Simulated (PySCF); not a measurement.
InH3, SMILES [InH3]. Atoms are numbered in the order given.

```xyz
4

In     0.0000     0.0000     0.0000
H      1.7306     0.0000     0.0000
H     -0.8653     1.4987     0.0000
H     -0.8653    -1.4987     0.0000
```

The structure is a stationary point at B3LYP-D3(BJ)/def2-TZVPD. The def2 effective core potentials stand for the cores of In; spin–orbit coupling is left out.

The numbers are results of PySCF 2.14.0 with B3LYP-D3(BJ)/def2-TZVPD, not measurements.

Frequencies are harmonic and unscaled.

Modes within 1.5 cm⁻¹ of each other (mostly degenerate sets) share a row, with their intensities summed.

```tsv
mode	ν (cm⁻¹)	IR (km/mol)	moving atoms (share of kinetic energy)
1–2	598	342.7	H 99 %
3	618	177.8	H 97 %
4–5	1790	634.1	H 99 %
6	1796	0.0	H 100 %
```
